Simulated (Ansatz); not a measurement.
Mulliken charges of `[F][In@H-]1[OH+][In@@H-]([F])[OH+]1` from ωB97M-V/def2-TZVPP in Ansatz (PBE0-D4/def2-TZVP geometry).

```
atom   x (Å)   y (Å)   z (Å)  charge (e)
  F1  -0.062  -1.388  -2.310      -0.502
 In2   1.096  -0.960  -0.799       0.926
  O3  -0.300  -1.094   0.820      -0.586
 In4  -0.650   0.992   1.164       0.926
  F5  -2.389   1.213   0.305      -0.502
  O6   0.650   1.119  -0.534      -0.586
  H7   2.680  -1.468  -0.518      -0.048
  H8  -1.107  -1.546   0.552       0.210
  H9  -0.112   1.652   2.620      -0.048
 H10   0.193   1.480  -1.300       0.210
```

By hand: the dipole of these point charges (1 e Å = 4.8032 D).

Σ q r = (1.123, 0.080, 0.919) e Å, of length 1.453 e Å = 6.98 D.

How does the dipole of the full density compare? (An estimate is asked.)

The calculation gave: (0.537, 0.039, 0.440) e Å, 3.34 D; the point charges give 2.09 times that, at 0° from its direction.

Point charges leave out the atoms' own dipoles, such as those of lone pairs, and Mulliken's split depends on the basis, so the two needn't agree.
